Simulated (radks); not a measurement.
All-electron atom: La18+ in [Kr] 4d3. All-electron calculation, scalar-relativistic Kohn-Sham, PBEsol, spin-polarised, spherical densities, finite nucleus; open shells are filled with parallel spins first (spin-orbit coupling, left out, can overturn this in heavy ions); Fermi nuclear charge, rms radius 4.855 fm. Program: a radial shooting solver on a logarithmic mesh with Libxc functionals.

Radial electron density D(r) = 4 pi r^2 rho(r):

r (bohr),D(r) (e/bohr),spin D(r)
0.003444,18.53,-0.000367
0.003914,22.17,-0.000438
0.004413,26.04,-0.000512
0.005016,30.68,-0.000601
0.005656,35.48,-0.000692
0.006428,41.01,-0.000795
0.007247,46.48,-0.000896
0.008237,52.43,-0.00100
0.009287,57.93,-0.00110
0.01056,63.41,-0.00119
0.0119,67.90,-0.00125
0.01353,71.65,-0.00128
0.01525,73.94,-0.00125
0.01733,74.87,-0.00109
0.01954,74.32,-0.000752
0.02221,72.46,0.00000965
0.02504,69.99,0.00142
0.02846,67.39,0.00432
0.03209,65.87,0.00941
0.03648,66.19,0.0193
0.04113,68.91,0.0358
0.04674,74.47,0.0660
0.0527,81.50,0.113
0.0599,89.38,0.192
0.06753,95.18,0.304
0.07676,97.65,0.478
0.08654,95.45,0.698
0.09836,88.71,0.994
0.1109,80.33,1.31
0.126,72.57,1.66
0.1421,69.29,1.92
0.1615,71.27,2.04
0.1821,76.68,1.93
0.207,82.00,1.54
0.2334,82.18,0.979
0.2652,74.60,0.347
0.2991,61.35,-0.00697
0.3399,45.20,0.166
0.3832,33.09,0.991
0.4356,26.40,2.48
0.4911,25.19,4.07
0.5582,25.69,5.39
0.6293,24.53,5.82
0.7153,20.16,5.26
0.8064,14.21,4.05
0.9166,8.057,2.55
1.033,3.902,1.37
1.175,1.445,0.573
1.324,0.4564,0.204
1.505,0.1028,0.0527
1.697,0.01940,0.0112
1.929,0.002379,0.00156
2.175,0.0002385,0.000174

D(r) has 4 maxima, at r = 0.0175, 0.0768, 0.221, 0.558 bohr, and minima at 0.0337, 0.144, 0.483 bohr, inside which lie 1.96, 11.08, 29.37 electrons.
